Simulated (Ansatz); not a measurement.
Geometry optimisation, UKS PBE0/def2-SVP (Ansatz).

Input:

```yaml
crystal:
  periodic: [false, false, false]
  atoms:
    - { symbol: Ge, position_ang: [0.0, 0.0, 0.0] }
    - { symbol: Cl, position_ang: [0.0, 0.0, 2.47] }
    - { symbol: H, position_ang: [1.4616, 0.0, -0.5162] }
    - { symbol: H, position_ang: [-0.73, 1.2648, -0.5162] }
    - { symbol: F, position_ang: [-0.7913, -1.3709, -0.5594] }
    - { symbol: F, position_ang: [0.0, 0.0, 4.27] }
magnetization:
  spin_polarized: true
  initial_magnetization: 1
basis:
  gaussian: { orbitals: def2-SVP }
hamiltonian:
  xc: pbe0
relax:
  f_tol: 0.15
  max_steps: 25
  restrain:
    - { distance: [1, 5], at: 1.5, k: 30.0 }
    - { distance: [0, 1], at: 3.42, k: 30.0 }
output:
  orbitals: {}
```

Command:

```bash
$ ansatz run input.yaml --threads 2 --pin off --max-ram 3072MiB --backend cpu --events-out ev --progress --plain --runs-dir out
```

Where does it end, and by what steps?

It converged. The restraints hold the end off the free minimum; the threshold counts their pulls, which the force column leaves out. Restrained pairs: Cl2–F6 (1.80 → 1.58 Å), Ge1–Cl2 (2.47 → 3.41 Å). After 6 steps the energy has risen by 0.848 eV (the restraints' own energy left out); Cl2 moved furthest, 0.67 Å.

```json
{"step": "0", "energy less start (eV)": "0.0000", "largest force component (eV/Å)": "3.270", "accepted": "yes"}
{"step": "1", "energy less start (eV)": "0.6230", "largest force component (eV/Å)": "2.582", "accepted": "yes"}
{"step": "2", "energy less start (eV)": "1.4052", "largest force component (eV/Å)": "5.840", "accepted": "yes"}
{"step": "3", "energy less start (eV)": "1.0738", "largest force component (eV/Å)": "2.721", "accepted": "yes"}
{"step": "4", "energy less start (eV)": "0.8577", "largest force component (eV/Å)": "2.804", "accepted": "yes"}
{"step": "5", "energy less start (eV)": "0.8010", "largest force component (eV/Å)": "1.788", "accepted": "no"}
{"step": "6", "energy less start (eV)": "0.8481", "largest force component (eV/Å)": "2.745", "accepted": "yes"}
```

```xyz
6
Properties=species:S:1:pos:R:3
Ge 0.021 0.035 -0.273
Cl -0.027 -0.047 3.139
H 1.485 -0.043 -0.769
H -0.779 1.264 -0.769
F -0.793 -1.374 -0.897
F 0.034 0.059 4.718
```

Time of the run: 24 s on 2 threads of Intel(R) Xeon(R) Platinum 8488C (Sapphire Rapids), with other jobs on the host, peak memory 0.29 GiB.
